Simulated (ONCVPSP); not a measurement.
# Co (Z = 27), ONCV: configuration errors across variants

ONCVPSP 4.0.1 input, shortened (lines: element, Z, core and valence counts, functional; n l f; lmax; l rc ep ncon nbas qcut; lloc lpopt rc5 dvloc0; l nproj debl; icmod fcfact rcfact), LDA (Perdew-Wang 92), scalar-relativistic:

```
  Co 27.00    5    2  -001012      upf
    1    0    2.00
    2    0    2.00
    2    1    6.00
    3    0    2.00
    3    1    6.00
    3    2    7.00
    4    0    1.50
    2
    0    2.45    0.00    4    9    3.10
    1    2.40    0.11    3    8    4.10
    2    1.00    0.00    3    8   14.50
    2    5    1.00    0.00
    0    2    3.80
    1    1    2.80
    2    0    1.20
    2    0.45    0.70
```

In the p channel the program set the typed energies aside and used 0.050 Ha.

All-electron excitation energies from the reference (eV): (1) 3d7 4s2 -3.718; (2) 3d7 4s1 5.571; (3) 3d7 4s0 22.649; (4) 3d5 4s0 114.501.

A true bound ghost makes a file unfit for plane-wave use even where its test errors are small: the radial tests pick states by their node count and pass the ghost by.

Errors AE − PS in meV (a dash: test not solved or not reliable):

```tsv
change	(1)	(2)	(3)	(4)	bound ghosts	GHOST(+) flags above zero
base	-0.5	-2.0	-23	-1091	s, p	s
all radii but the core radius scaled by about 0.88 (s 2.16, p 2.12, d 0.88 bohr)	-0.5	-1.9	-18	-958	s, p	s
all radii but the core radius scaled by about 1.09 (s 2.68, p 2.62, d 1.10 bohr)	-0.5	-2.3	-32	-1241	s, p	s
all radii but the core radius scaled by about 1.20 (s 2.94, p 2.88, d 1.20 bohr)	-0.3	-2.9	-48	-1439	s, p	s
all radii but the core radius scaled by about 1.29 (s 3.16, p 3.10, d 1.28 bohr)	-0.2	-3.3	-66	-1635	s, p	s
```

Question: Give the same row for: all radii but the core radius scaled by about 0.78 (s 1.92, p 1.88, d 0.78 bohr).

Answer: -0.6, -1.9, -18, -914; bound ghosts: s, p; GHOST(+) flags above zero: s.
